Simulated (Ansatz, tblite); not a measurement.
Isomers of Cu₈Te (singlet), found by a short tight-binding search and relaxed with r2SCAN-D4/def2-SVP in Ansatz.

In the def2 sets Te takes a core potential; there is no spin–orbit coupling. The xTB rows come from tblite.

B: This restricted singlet of an open-shell metal (gap down to 0.59 eV) wasn't tested against broken symmetry.

Other spin states weren't relaxed.

A:

```xyz
9

Cu   -0.924    1.422   -0.761
Cu   -0.442   -1.663    0.558
Cu   -0.335   -0.793   -1.647
Cu   -1.013    0.486    1.418
Cu   -2.298   -0.461   -0.376
Cu    1.607   -0.782   -0.283
Cu    1.162    1.028   -1.797
Cu    1.035    1.367    0.577
Te    1.208   -0.603    2.310
```

B:

```xyz
9

Cu    0.3568    2.1793    0.8411
Cu   -1.4041   -1.7586   -0.9609
Cu   -0.1838   -1.5894    1.1312
Cu    0.8576   -1.1765   -1.0095
Cu    1.5105    0.0879    0.8637
Cu   -0.9152    0.3762    0.0100
Cu   -0.8719    0.1335   -2.2956
Cu    1.0206    1.1773   -1.2520
Te   -0.3705    0.5702    2.6721
```

Question: Estimate their order by electronic energy at PBE0-D4/def2-SVP, counted from the lowest.

Answer: A (0.0) < B (4.2), in kcal/mol.

Question: Do the other levels pick the same lowest one?

Answer: All that were run do. Energies above each level's lowest (kcal/mol):

```json
{"level": "GFN1-xTB", "A": "0.0", "B": "7.2"}
{"level": "GFN2-xTB", "A": "0.0", "B": "32.8"}
{"level": "PBE-D4/def2-SVP", "A": "0.0", "B": "4.4"}
{"level": "r2SCAN-D4/def2-SVP", "A": "0.0", "B": "3.4"}
{"level": "PBE0-D4/def2-SVP", "A": "0.0", "B": "4.2"}
```
Point groups (tolerance 0.1 Å): A C2v, B not assigned. Lower isomers may exist.
